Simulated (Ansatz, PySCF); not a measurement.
C2H6ClFSi2, SMILES F[SiH2]/C=C(/[SiH3])Cl. Atoms are numbered in the order given.

```xyz
12

F     -3.1447     0.2483    -1.0951
Si    -2.0387     0.1567     0.1018
C     -0.3695     0.0306    -0.7374
C      0.8025    -0.0619    -0.0939
Si     2.5255    -0.1917    -0.8521
Cl     0.8080    -0.0683     1.6843
H     -2.3356    -1.0537     0.9092
H     -2.1453     1.3908     0.9206
H     -0.3325     0.0316    -1.8347
H      3.1662    -1.4579    -0.4025
H      2.3807    -0.1785    -2.3343
H      3.3497     0.9622    -0.3992
```
Charge 0, spin multiplicity 1.

Geometry optimised at B3LYP-D3(BJ)/def2-SVP. The structure was generated by enumeration; whether it is a known compound was not checked. One conformer was computed; it need not be the lowest.

Two levels are set side by side: PBE-D3(BJ)/def2-SVP (Ansatz, an electronic-structure program) and B3LYP-D3(BJ)/def2-SVP (Ansatz). Each level has its own optimised geometry; the coordinates shown are those of the second. Frequencies come from the Hessian of PySCF at each geometry. Differences are taken from unrounded values.

```json
[
 {"quantity": "mean bond length (Å)", "B3LYP-D3(BJ)": "1.549"},
 {"quantity": "bond F1–Si2 (Å)", "B3LYP-D3(BJ)": "1.632"},
 {"quantity": "bond Si2–C3 (Å)", "B3LYP-D3(BJ)": "1.873"},
 {"quantity": "bond C3–C4 (Å)", "B3LYP-D3(BJ)": "1.340"},
 {"quantity": "bond C4–Si5 (Å)", "B3LYP-D3(BJ)": "1.887"},
 {"quantity": "bond C4–Cl6 (Å)", "B3LYP-D3(BJ)": "1.778"},
 {"quantity": "bond Si2–H7 (Å)", "B3LYP-D3(BJ)": "1.485"},
 {"quantity": "bond Si2–H8 (Å)", "B3LYP-D3(BJ)": "1.485"},
 {"quantity": "bond C3–H9 (Å)", "B3LYP-D3(BJ)": "1.098"},
 {"quantity": "bond Si5–H10 (Å)", "B3LYP-D3(BJ)": "1.489"},
 {"quantity": "bond Si5–H11 (Å)", "B3LYP-D3(BJ)": "1.489"},
 {"quantity": "bond Si5–H12 (Å)", "B3LYP-D3(BJ)": "1.489"},
 {"quantity": "highest harmonic wavenumber (cm⁻¹)", "B3LYP-D3(BJ)": "3138"},
 {"quantity": "mean harmonic wavenumber (cm⁻¹)", "B3LYP-D3(BJ)": "1003"},
 {"quantity": "zero-point energy (kcal/mol)", "B3LYP-D3(BJ)": "43.00"}
]
```

Problem. What does PBE-D3(BJ) give, and how far is it from B3LYP-D3(BJ)? (An estimate is asked for; the answer gives what the named calculation found.)

Solution. 
```json
[
 {"quantity": "mean bond length (Å)", "PBE-D3(BJ)": "1.559", "PBE-D3(BJ) minus B3LYP-D3(BJ)": "0.010"},
 {"quantity": "bond F1–Si2 (Å)", "PBE-D3(BJ)": "1.643", "PBE-D3(BJ) minus B3LYP-D3(BJ)": "0.011"},
 {"quantity": "bond Si2–C3 (Å)", "PBE-D3(BJ)": "1.877", "PBE-D3(BJ) minus B3LYP-D3(BJ)": "0.005"},
 {"quantity": "bond C3–C4 (Å)", "PBE-D3(BJ)": "1.350", "PBE-D3(BJ) minus B3LYP-D3(BJ)": "0.010"},
 {"quantity": "bond C4–Si5 (Å)", "PBE-D3(BJ)": "1.893", "PBE-D3(BJ) minus B3LYP-D3(BJ)": "0.006"},
 {"quantity": "bond C4–Cl6 (Å)", "PBE-D3(BJ)": "1.775", "PBE-D3(BJ) minus B3LYP-D3(BJ)": "-0.004"},
 {"quantity": "bond Si2–H7 (Å)", "PBE-D3(BJ)": "1.500", "PBE-D3(BJ) minus B3LYP-D3(BJ)": "0.015"},
 {"quantity": "bond Si2–H8 (Å)", "PBE-D3(BJ)": "1.500", "PBE-D3(BJ) minus B3LYP-D3(BJ)": "0.015"},
 {"quantity": "bond C3–H9 (Å)", "PBE-D3(BJ)": "1.106", "PBE-D3(BJ) minus B3LYP-D3(BJ)": "0.008"},
 {"quantity": "bond Si5–H10 (Å)", "PBE-D3(BJ)": "1.502", "PBE-D3(BJ) minus B3LYP-D3(BJ)": "0.013"},
 {"quantity": "bond Si5–H11 (Å)", "PBE-D3(BJ)": "1.502", "PBE-D3(BJ) minus B3LYP-D3(BJ)": "0.013"},
 {"quantity": "bond Si5–H12 (Å)", "PBE-D3(BJ)": "1.502", "PBE-D3(BJ) minus B3LYP-D3(BJ)": "0.013"},
 {"quantity": "highest harmonic wavenumber (cm⁻¹)", "PBE-D3(BJ)": "3082", "PBE-D3(BJ) minus B3LYP-D3(BJ)": "-57"},
 {"quantity": "mean harmonic wavenumber (cm⁻¹)", "PBE-D3(BJ)": "969", "PBE-D3(BJ) minus B3LYP-D3(BJ)": "-33"},
 {"quantity": "zero-point energy (kcal/mol)", "PBE-D3(BJ)": "41.57", "PBE-D3(BJ) minus B3LYP-D3(BJ)": "-1.42"}
]
```

Exact exchange shortens and stiffens bonds; PBE has none. Differences between two approximate levels are no errors against the true value.
